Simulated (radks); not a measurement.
Q: Coherent X-ray form factor from a spherical all-electron density. Calculated with a radial shooting solver on a logarithmic mesh with Libxc functionals: non-relativistic Kohn-Sham, exchange-only LDA, spin-polarised, spherical densities, point nucleus.

| sin(theta)/lambda (1/angstrom) | f0 (electrons) |
|---|---|
| 0.05 | 29.402 |
| 0.1 | 27.911 |
| 0.15 | 26.057 |
| 0.2 | 24.159 |
| 0.25 | 22.317 |
| 0.3 | 20.551 |
| 0.4 | 17.289 |
| 0.5 | 14.480 |
| 0.6 | 12.194 |
| 0.8 | 9.094 |
| 1 | 7.394 |
| 1.25 | 6.222 |
| 1.5 | 5.408 |
| 2 | 3.987 |

The species is in the configuration that NIST lists as its ground one. Which atom or ion scatters so?

A: Neutral zinc, [Ar] 3d10 4s2. Extrapolating in s^2 from the first two rows gives f0(0) = 29.9, near the electron count 30; among species with that count, the fall with angle is slower the higher Z, and the table is that of Z = 30; from so few rows the species is fixed only to a neighbour or two.
